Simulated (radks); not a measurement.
Initial-state core-level shifts of the terbium ion Tb2+ when its valence configuration changes from [Xe] 4f9. Method: scalar-relativistic Kohn-Sham, LDA (Slater exchange, Perdew-Wang correlation), spin-polarised, spherical densities, finite nucleus; open shells are filled with parallel spins first (spin-orbit coupling, left out, can overturn this in heavy ions); Fermi nuclear charge, rms radius 5.06 fm; computed with a radial shooting solver on a logarithmic mesh with Libxc functionals. Shifts are changes of the shell-averaged eigenvalues in eV (positive: less bound); the change of the density at the nucleus, which sets a Mossbauer isomer shift, is in e/bohr^3, on a base of 7.173e+05.

4f8 6s1: 2p -9.490; 3s -10.334; 3d -10.249; 5s -6.292; density at nucleus +82.46
4f8 6p1: 2p -10.717; 3s -11.554; 3d -11.470; 5s -7.517; density at nucleus +31.94
4f8.5 5d0.5: 2p -3.232; 3s -3.664; 3d -3.615; 5s -1.783; density at nucleus +13.00
4f8.5 6p0.5: 2p -5.146; 3s -5.533; 3d -5.493; 5s -3.709; density at nucleus +14.75
4f8 5d1: 2p -6.752; 3s -7.676; 3d -7.572; 5s -3.616; density at nucleus +27.59
4f7.5 6s1 6p0.5: 2p -15.478; 3s -16.830; 3d -16.693; 5s -10.215; density at nucleus +105.53
4f7 6p2: 2p -22.992; 3s -24.907; 3d -24.716; 5s -15.326; density at nucleus +72.62
